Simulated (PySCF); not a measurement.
**Question.** Write Cartesian coordinates for `[PH3]->[Fe](<-[PH3])(<-[PH3])([Cl])([Cl])[Cl]` (fac-FeCl3(PH3)3) [sextet] as optimised with PBE0-D3(BJ)/def2-SVP. (Sextet state.)

**Answer.** 
```xyz
16
Cl3FeH9P3 angstrom
Fe     0.9389    0.5114    0.5921
Cl     0.9295   -0.1744    2.7436
P      0.2924    0.8190   -1.9354
H     -0.8943    1.4681   -2.3763
H      0.3380   -0.1989   -2.9289
H      1.2432    1.7058   -2.4894
Cl     2.9086   -0.0800   -0.3413
P     -1.6426    0.7499    1.1249
H     -1.7280    1.5966    2.2538
H     -2.4842   -0.3020    1.5846
H     -2.5938    1.4059    0.2939
Cl     0.7357    2.7620    0.5164
P      0.4827   -2.0577    0.2599
H      1.5401   -2.7354    0.9082
H      0.5117   -2.7501   -0.9834
H     -0.6119   -2.7542    0.8438
```

Any rigid rotation of these coordinates is as good. Atoms count from 1 in this order. All 3 Cl–Fe bonds measure 2.258 to 2.261 Å. Fe1 (iron bonded to 3 Cl and 3 P) is distorted octahedral (the three widest angles are 163.2°, 162.3° and 162.0°, the others run from 79.8° to 109.5°). P3 (phosphorus bonded to Fe and 3 H) has angles from 97.9° to 125.5°.

Bonds between heavy atoms (Å): Fe1–Cl2 2.258, Fe1–P3 2.627, Fe1–Cl7 2.258, Fe1–P8 2.647, Fe1–Cl12 2.261, Fe1–P13 2.630.

Method used: PySCF 2.14.0, PBE0-D3(BJ)/def2-SVP geometry optimisation, gas phase.

Point group: Cs (tolerance 0.08 Å). PBE0-D3(BJ)/def2-SVP frequencies: not computed here. ⟨S²⟩ = 8.761 (exact for a sextet: 8.75).

Hardware: one thread, Intel Xeon Platinum 8488C (x86_64), shared host with 96 logical CPUs at a one-minute load of 38. Cost: 18 min of wall time, 1.2 GiB resident at most. This is the geometry optimisation.
